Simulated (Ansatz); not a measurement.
Frontier orbitals of C3H7Ga (`C/C=[CH]\[GaH2]`).

Charge 0, multiplicity 1. Correlated methods include outer-core shells of Ga, which these sets cover unevenly. Scalar relativity is left out up to krypton. The geometry is a stationary point of PBE0-D4/def2-TZVP. Basis def2-TZVPP, Ansatz 0.2.0.

```tsv
functional	HOMO (eV)	LUMO (eV)
LC-ωPBE	-10.28	0.38
```

(1) Give HOMO and LUMO (eV) with LDA (SPW92), PBE, revPBE, BLYP, r2SCAN, B97M-V, PBE0, B3LYP, r2SCANh, r2SCAN0, HSE06 (plane-wave form), BHLYP, CAM-B3LYP, ωB97X-V, ωB97M-V, HF. (An estimate is asked.)

Answers

(1) Computed: 
| functional | HOMO | LUMO |
| --- | --- | --- |
| LDA (SPW92) | -6.74 | -2.77 |
| PBE | -6.56 | -2.51 |
| revPBE | -6.49 | -2.39 |
| BLYP | -6.40 | -2.43 |
| r2SCAN | -6.75 | -2.28 |
| B97M-V | -6.75 | -2.42 |
| PBE0 | -7.61 | -1.69 |
| B3LYP | -7.39 | -1.94 |
| r2SCANh | -7.14 | -1.99 |
| r2SCAN0 | -7.75 | -1.56 |
| HSE06 (plane-wave form) | -7.21 | -2.05 |
| BHLYP | -8.50 | -0.89 |
| CAM-B3LYP | -8.90 | -0.77 |
| ωB97X-V | -9.90 | 0.25 |
| ωB97M-V | -9.81 | 0.06 |
| HF | -9.87 | 1.23 |

B3LYP here is the variant with VWN-RPA as its local correlation; programs differ in this. LC-ωPBE has ω = 0.4 bohr⁻¹. Positive LUMOs are unbound and depend on the basis.
